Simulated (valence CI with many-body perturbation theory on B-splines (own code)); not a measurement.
Bi LXX: E2, M1 decay

Calculated by relativistic CI+MBPT: four valence electrons over a frozen Dirac-Fock core [Ne], a basis of 11 s, 11 p, 10 d, 8 f, 5 g, 2 h functions for each j, with the one-electron correlation potential Σ1, the two-electron term Σ2, the three-electron term Σ3, Breit, model QED; selected CI, second order for the rest, scaled by the run's own slope (own B-spline code, finite nucleus).

The last digits are not significant, and no measured levels were compared; by estimate large intervals hold to a few tenths of a per cent, small ones and those within an open d or f shell to about a per cent. Among the levels kept, up to 580 cm⁻¹ of a level comes from second order outside the variational space, and about a tenth of that is noise between levels of different J, which matters for small intervals.

Lines 1 to 9 of 9 in falling wavelength, among levels below 21523 × 10³ cm⁻¹, chosen from the decays that carry over 1 % of a level's rate. Wavelengths and rates use the calculated energies. Electric multipoles are in the length gauge, E1 and E2 with the static RPA response of the core. Weak lines are less certain than strong ones. Lines between different terms over intervals too small for the method are left out, as are lines whose strength nearly cancels.

Levels are named by their leading jj configuration (3d3/2^4 stands for four electrons in 3d with j = 3/2), which in mixed levels can hold well under half, so a name can repeat and another be missing. Letters in brackets count levels of one name in rising energy.

```json
{"λ vac (nm)": "2.182", "Upper": "(3s 3p1/2 3p3/2 3d5/2) J=4 [a]", "Lower": "(3s 3p1/2^2 3d5/2) J=3", "Type": "M1", "A (s⁻¹)": "1.11e+09", "Branch %": "4.0"}
{"λ vac (nm)": "2.056", "Upper": "(3s^2 3p3/2 3d5/2) J=4", "Lower": "(3s^2 3p1/2 3d5/2) J=3", "Type": "M1", "A (s⁻¹)": "1.09e+09", "Branch %": "42.0"}
{"λ vac (nm)": "2.049", "Upper": "(3s^2 3p3/2 3d5/2) J=4", "Lower": "(3s^2 3p1/2 3d5/2) J=2", "Type": "E2", "A (s⁻¹)": "2.79e+07", "Branch %": "1.1"}
{"λ vac (nm)": "2.024", "Upper": "(3s^2 3p1/2 3p3/2) J=1", "Lower": "(3s^2 3p1/2^2) J=0", "Type": "M1", "A (s⁻¹)": "1.41e+09", "Branch %": "100.0"}
{"λ vac (nm)": "1.996", "Upper": "(3s^2 3p3/2^2) J=2", "Lower": "(3s^2 3p1/2 3p3/2) J=2", "Type": "M1", "A (s⁻¹)": "1.06e+09", "Branch %": "7.6"}
{"λ vac (nm)": "1.990", "Upper": "(3s^2 3p1/2 3p3/2) J=2", "Lower": "(3s^2 3p1/2^2) J=0", "Type": "E2", "A (s⁻¹)": "4.17e+07", "Branch %": "100.0"}
{"λ vac (nm)": "1.963", "Upper": "(3s^2 3p3/2^2) J=2", "Lower": "(3s^2 3p1/2 3p3/2) J=1", "Type": "M1", "A (s⁻¹)": "1.07e+09", "Branch %": "7.7"}
{"λ vac (nm)": "1.923", "Upper": "(3s^2 3p3/2^2) J=0", "Lower": "(3s^2 3p1/2 3p3/2) J=2", "Type": "E2", "A (s⁻¹)": "1.24e+08", "Branch %": "2.4"}
{"λ vac (nm)": "1.892", "Upper": "(3s^2 3p3/2^2) J=0", "Lower": "(3s^2 3p1/2 3p3/2) J=1", "Type": "M1", "A (s⁻¹)": "2.41e+09", "Branch %": "46.1"}
```
